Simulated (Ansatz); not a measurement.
Geometry optimisation, Ansatz 0.2.0, RKS PBE0/def2-SVP.

Input file:

```yaml
crystal:
  periodic: [false, false, false]
  atoms:
    - { symbol: Sn, position_ang: [-0.142529, 0.051385, -0.05225] }
    - { symbol: O, position_ang: [-0.237302, -0.10252, 1.907202] }
    - { symbol: H, position_ang: [-1.080004, 0.20253, 2.270295] }
    - { symbol: H, position_ang: [1.453551, -0.013062, -0.603791] }
    - { symbol: Cl, position_ang: [-1.12861, 2.118813, -0.536825] }
    - { symbol: Cl, position_ang: [-1.544655, -1.556694, -0.99644] }
    - { symbol: Cl, position_ang: [1.709963, -2.660596, 1.446196] }
    - { symbol: H, position_ang: [0.962685, -1.915357, 2.263313] }
basis:
  gaussian: { orbitals: def2-SVP }
hamiltonian:
  xc: pbe0
relax:
  f_tol: 0.03
  max_steps: 50
```

Command:

```bash
$ ansatz run input.yaml --threads 4 --pin off --max-ram 5120MiB --backend cpu --events-out ev --progress --plain --runs-dir out
```

Problem. Where does it end, and by what steps?

Solution. The run converged. The force dipped under the threshold on the way, but the program's further checks kept it going. After 9 steps the energy has fallen by 0.096 eV; H8 moved furthest, 0.35 Å.

```tsv
step	energy less start (eV)	largest force component (eV/Å)	accepted
0	0.0000	0.739	yes
1	-0.0661	0.325	yes
2	-0.0863	0.231	yes
3	-0.0030	0.914	no
4	-0.0949	0.041	yes
5	-0.0954	0.033	yes
6	-0.0957	0.023	yes
7	-0.0959	0.044	yes
8	-0.0960	0.034	yes
9	-0.0961	0.020	yes
```

```xyz
8
Properties=species:S:1:pos:R:3
Sn -0.112 0.015 -0.087
O -0.144 -0.213 1.890
H -0.991 0.008 2.300
H 1.472 -0.041 -0.670
Cl -1.102 2.102 -0.439
Cl -1.568 -1.545 -1.019
Cl 1.622 -2.564 1.623
H 0.816 -1.637 2.099
```

Run time: 15 s on 4 threads of Intel(R) Xeon(R) Platinum 8488C (Sapphire Rapids), with other jobs on the host, peak memory 0.31 GiB.
